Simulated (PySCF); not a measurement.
Species: C₇H₆N₂ (charge +1 and doublet state).
Cartesian coordinates in Å at the GFN2-xTB level; atoms count from 1:
```xyz
15
C7H6N2 angstrom
N      4.102   -0.014   -0.204
C      2.956   -0.008   -0.149
C      1.550   -0.002   -0.080
C      0.801   -0.829   -0.949
C     -0.562   -0.827   -0.885
C     -1.239    0.005    0.059
N     -2.561    0.001    0.132
C     -0.468    0.838    0.927
C      0.896    0.831    0.858
H      1.321   -1.457   -1.657
H     -1.144   -1.453   -1.545
H     -3.050    0.585    0.799
H     -3.117   -0.588   -0.475
H     -0.978    1.471    1.637
H      1.487    1.455    1.511
```

The hyperfine couplings belong to this conformer and change with its torsions.

Identity: `N#Cc1ccc([NH2+])cc1` [radical] (charge +1).

Level of theory: UKS B3LYP, pcH-1 on C H N, non-relativistic, mean-field spin-orbit, GIAO in PySCF 2.14.0. Isolated species at its GFN2-xTB geometry, gas phase. The geometry wasn't refined by DFT: couplings that depend on bond lengths, twists or pyramidal angles can differ widely from those at the functional's own minimum, by a factor of two or more for some ions and for spin on atoms past the first row. No stability test was run, so a lower SCF solution isn't excluded. ⟨S²⟩ is 0.773 where a pure state has 0.75.

(1) What is the g tensor, term by term?

(2) What effective moment and Curie constant follow for a powder?

(3) At 9.654 GHz, how far is the centre of the isotropic spectrum from where a free electron (g = 2.002319) resonates?

(4) In a frozen sample, at which fields do the three g values resonate at 9.5, 34, 94 and 263 GHz (hyperfine left aside), and which band first spreads them over more than twice a line width of 0.3 mT?

Results:

(1) 
```json
{"Δg (ppm)": "relativistic mass correction", "1": "-190", "2": "-190", "3": "-190"}
{"Δg (ppm)": "gauge correction", "1": "1", "2": "49", "3": "35"}
{"Δg (ppm)": "orbital Zeeman/spin–orbit", "1": "29", "2": "1018", "3": "1733"}
{"Δg (ppm)": "total", "1": "-160", "2": "877", "3": "1578"}
```

So g = 2.00216, 2.00320, 2.00390 and g_iso = 2.00308; the tensor is rhombic: the two nearest values differ by 40 % of g3 − g1. Axes: g1 is normal to the molecular plane and g2 points within 1° of the C2–C3 bond.

(2) With the mean of g² = 4.0123 and S(S+1) = 0.75: μ_eff = √(⟨g²⟩S(S+1)) = 1.735 μB and χT = 0.12505·⟨g²⟩·S(S+1) = 0.376 cm³ K/mol (cgs; spin-Hamiltonian part alone).

(3) B = hν/(g μB) with μB/h = 13.99624 MHz/mT gives 344.48 mT for the free electron and 344.35 mT at g_iso, 0.13 mT lower.

(4) 
| band | GHz | B(g3) mT | B(g2) mT | B(g1) mT | spread mT |
| --- | --- | --- | --- | --- | --- |
| X | 9.5 | 338.72 | 338.84 | 339.01 | 0.29 |
| Q | 34.0 | 1212.25 | 1212.67 | 1213.30 | 1.05 |
| W | 94.0 | 3351.51 | 3352.69 | 3354.42 | 2.91 |
| J | 263.0 | 9377.11 | 9380.39 | 9385.24 | 8.14 |

The spread grows in proportion to the frequency. Q band is the first where it exceeds 0.6 mT.

Largest spin populations (Mulliken): C3 (+0.37), N7 (+0.32), N1 (+0.21) and C8 (+0.19). Five atoms exceed +0.15. The positive populations add up to 1.36 and the negative ones to -0.36, together 2S = 1.

The HOMO–LUMO gaps are 5.40 eV among the α and 3.01 eV among the β orbitals.
